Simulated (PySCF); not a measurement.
These compounds are isomers of formula C7H16Si.

A. SMILES C/C=C/[SiH2]C(C)(C)C
B. SMILES CC(C)(C)[C@H]1CC[SiH2]1
C. `CC(C)[Si@@]1(C)C[C@@H]1C`

Spectrum 1. 1H NMR (500 MHz, computed): δ 6.48 (m, 1H), 6.07 (m, 1H), 4.12 (d, 2H), 2.05 (d, 3H), 1.00 (s, 9H). 13C{1H} NMR (computed): δ 157.5 (CH), 129.7 (CH), 29.2 (CH3), 27.2 (CH3), 21.2 (C).

Spectrum 2. 1H NMR (500 MHz, computed): δ 1.23 (d, 3H), 1.23 (d, 3H), 1.22 (d, 3H), 0.85 (m, 1H), 0.80 (m, 1H), 0.57 (m, 1H), 0.12 (s, 3H), -0.13 (m, 1H). 13C{1H} NMR (computed): δ 22.7 (CH3), 22.0 (CH3), 19.6 (CH3), 19.2 (CH), 10.6 (CH), 9.9 (CH2), -14.0 (CH3).

Spectrum 3. 1H NMR (500 MHz, computed): δ 4.80 (m, 1H), 4.69 (m, 1H), 2.31 (m, 1H), 2.21 (m, 1H), 2.07 (m, 1H), 1.38 (m, 1H), 1.11 (m, 1H), 0.90 (s, 9H). 13C{1H} NMR (computed): δ 45.0 (CH), 33.4 (C), 30.0 (CH3), 25.1 (CH2), 3.6 (CH2).

Non-relativistic, one conformer, fast rotation and ring inversion assumed for equivalent nuclei, no solvent model. Structure optimised with GFN2-xTB; PBE0/pcSseg-1 with gauge-including orbitals; PySCF 2.14.0 with density-fitted response routines.

δ = σ(ref) − σ, references computed at the same level: 1H, 13C vs TMS. Where no couplings were computed, multiplicities follow the n + 1 count of equivalent neighbours, and m marks all less simple cases (inequivalent or close neighbours, rings, F or P nearby). Shifts are as computed. Against solution values, carbons near 30 ppm lie about +3 ppm off and those near 130 ppm about +5 ppm. Of 1211 compounds with measured shifts, 218 miss one by over three times the rms of a fit or turn the order of signals round; such compounds aren't used in these exercises.

Q: Match each spectrum to its structure.

A: 1–A, 2–C, 3–B.

- Spectrum 1 (A): 5 13C signals; δC 157.5 is an alkene CH; δC 129.7 is an alkene CH.
- Spectrum 2 (C): 7 13C signals; δC 22.7 is a methyl carbon; δC 22.0 is a methyl carbon.
- Spectrum 3 (B): 5 13C signals; δC 33.4 is a quaternary sp3 carbon; δC 30.0 is a methyl carbon.
